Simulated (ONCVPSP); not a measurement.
## As (Z = 33), ONCV: configuration errors across variants

As, optimised norm-conserving Vanderbilt (ONCV), made with ONCVPSP 4.0.1 (PBE, fully relativistic). Core [Ar], reference 3d10 4s2 4p3. Waves: 4s: rc 1.30 bohr, ncon 4, nbas 7, qcut 5.9 1/bohr, 2 projectors, debl 3.1 Ha; 4p: rc 2.05 bohr, ncon 4, nbas 8, qcut 4.3 1/bohr, 1 projector; 3d: rc 0.60 bohr, ncon 3, nbas 7, qcut 13.9 1/bohr, 3 projectors, debl 1.1 Ha. Local part: polynomial inside 0.45 bohr (lpopt 5, dvloc0 0 Ha). Core correction: none.

Open shells are filled in proportion to 2j + 1.

In the d channel the program set the typed energies aside and used -1.482, 0.250, 1.350 Ha (j = l + 1/2; the other j can differ).

All-electron excitation energies from the reference (eV): (1) 3d10 4s2 4p2 9.152; (2) 3d10 4s2 4p1 27.075; (3) 3d10 4s2 4p0 54.783; (4) 3d10 4s1 4p3 19.254.

3 further variants failed, have other tests or too few solved ones, and are left out.

A true bound ghost makes a file unfit for plane-wave use even where its test errors are small: the radial tests pick states by their node count and pass the ghost by.

Errors AE − PS in meV (a dash: test not solved or not reliable):

| change | (1) | (2) | (3) | (4) | bound ghosts | GHOST(+) flags above zero |
| --- | --- | --- | --- | --- | --- | --- |
| base | +0.9 | +1.6 | -6.3 | +10 | s, p3/2, d5/2, p1/2, d3/2 | s, d5/2, d3/2 |
| core correction Teter function, fcfact 5, rcfact 1.5 | +0.6 | -1.8 | -25 | +5.3 | s, p3/2, d5/2, p1/2, d3/2 | s, d5/2, d3/2 |
| local potential polynomial inside 0.45 bohr (lpopt 5, dvloc0 8.5 Ha) | +0.7 | +0.8 | -6.3 | +9.4 | s, p3/2, d5/2, p1/2, d3/2 | s, d5/2, d3/2 |

Task: Give the same row for: p: qcut 3.7.

Result: +0.9, +0.2, -15, +13; bound ghosts: s, p3/2, d5/2, p1/2, d3/2; GHOST(+) flags above zero: s, d5/2, d3/2.
